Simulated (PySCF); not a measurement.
# Reading the logs of faulty runs: C2GeH8N

Calculated results; nothing here was measured. The program is PySCF 2.14.0, an open-source quantum chemistry code, run on an isolated molecule that a program drew, which may never have been made. The molecule is C2GeH8N (charge 0, doublet), drawn as the SMILES string `CN[CH2][GeH2]`.

Each row is a Hartree-Fock (HF) and frozen-core CCSD(T) single point in the cc-pVDZ basis, meant for a local HF minimum. Run 1 is clean. Each other run has one planted mistake out of seven kinds, and not every kind appears here: one electron removed, one electron added, multiplicity raised by two, geometry at a saddle point, minimal basis STO-3G, one bond length entered in bohr, all coordinates scaled. The reference is restricted for singlets and unrestricted otherwise, and also for a bond in bohr. Adding or removing an electron swaps singlet and doublet. Electrons count all cores. HOMO and LUMO are orbital energies over both spins, the gradient is its largest component, and the lowest frequency (negative if imaginary) is given only where the gradient is small. Bond lengths are over the 11 bonds as drawn. T1 is the CCSD diagnostic: over 0.02 (restricted) or 0.045 (unrestricted) a single reference is doubtful. Germanium has the cc-pVDZ-PP basis, with a core potential (ECP10MDF) in place of its 10 inner electrons, and its 3s, 3p and 3d shells are frozen in CCSD(T).

Geometry of the clean run:
```xyz
12
C2GeH8N, angstrom
C    -2.6208    0.8394    0.3770
N    -1.1756    0.7866    0.4768
C    -0.5629   -0.1477   -0.4505
Ge    1.4134   -0.0697   -0.3264
H    -3.0146    1.5188    1.1348
H    -2.9069    1.2326   -0.6009
H    -3.1092   -0.1384    0.5013
H    -0.9177    0.5472    1.4180
H    -0.8274    0.1416   -1.4707
H    -0.8998   -1.1867   -0.3193
H     1.8719   -0.3401    1.1196
H     1.9523    1.2921   -0.7888
```

| run | electrons | basis functions | <S^2> | HOMO (eV) | LUMO (eV) | gradient (hartree/bohr) | lowest frequency (cm^-1) | mean bond (Å) | longest bond (Å) | T1 | HF (hartree) | CCSD(T) (hartree) | mistake |
|---|---|---|---|---|---|---|---|---|---|---|---|---|---|
| 1 | 59 | 105 | 0.754 | -8.51 | 1.42 | 3.1e-05 | 103 | 1.3128 | 1.982 | 0.0101 | -428.16958 | -428.78659 | no fault |
| 2 | 59 | 105 | 0.754 | -8.67 | 1.08 | 4.8e-02 | - | 1.3969 | 2.108 | 0.0108 | -428.13106 | -428.76460 | all coordinates scaled |
| 3 | 58 | 105 | 0.000 | -14.75 | -6.69 | 5.7e-02 | - | 1.3128 | 1.982 | 0.0316 | -427.88978 | -428.50261 | one electron removed |
| 4 | 59 | 105 | 3.766 | -1.96 | 0.73 | 9.5e-02 | - | 1.3128 | 1.982 | 0.0431 | -427.94376 | -428.54934 | multiplicity raised by two |
| 5 | 60 | 105 | 0.000 | -0.32 | 8.46 | 5.3e-02 | - | 1.3128 | 1.982 | 0.0102 | -428.14752 | -428.79381 | ? |

**Which mistake was planted in run 5, and what did it cost?**

It counts 60 electrons, one more than the clean run, at the same geometry and basis. So the mistake is: one electron added. Subtracting run 1 and multiplying by 627.51 kcal/mol a hartree, the energy moved by 13.8 kcal/mol in HF and -4.5 kcal/mol in CCSD(T).

Cautions from the logs. Run 3: T1 is over the limit, so its CCSD(T) energy is less reliable.
